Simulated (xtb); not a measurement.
C₄H₅FO, SMILES C[C@@H]1OC=C1F. All values are semi-empirical tight-binding results from xtb (GFN2-xTB unless named), good for trends rather than for accurate numbers. The structure is a stationary point at GFN2-xTB. The structure was generated by enumeration; whether it is a known compound was not checked.

Computed properties:
```
Quantity                                          Value
----------------------------------------  -------------
orbital gap                                     4.76 eV
dipole moment                                    1.15 D
zero-point energy                         51.1 kcal/mol
G − E(el) at 298.15 K (modified RRHO)     32.7 kcal/mol
static polarisability (D4 model)             50.7 bohr³
solvation energy, GFN2-xTB/ALPB(water)    -1.8 kcal/mol
solvation energy, GFN2-xTB/ALPB(benzene)  -4.2 kcal/mol
```

Computed IR lines (harmonic; lines under 4 % of the strongest left out, lines within 3 cm⁻¹ merged):
ν (cm⁻¹): 240 (w), 344 (w), 433 (w), 564 (w), 672 (m), 780 (w), 861 (w), 925 (m), 1022 (m), 1052 (w), 1078 (w), 1138 (m), 1220 (vs), 1247 (s), 1311 (s), 1393 (w), 1465 (w), 1479 (w), 1741 (m), 2956 (m), 3047 (m), 3051 (w), 3173 (w) (against the strongest line: vs over 80 %, s over 45 %, m over 15 %, w over 4 %, vw less)
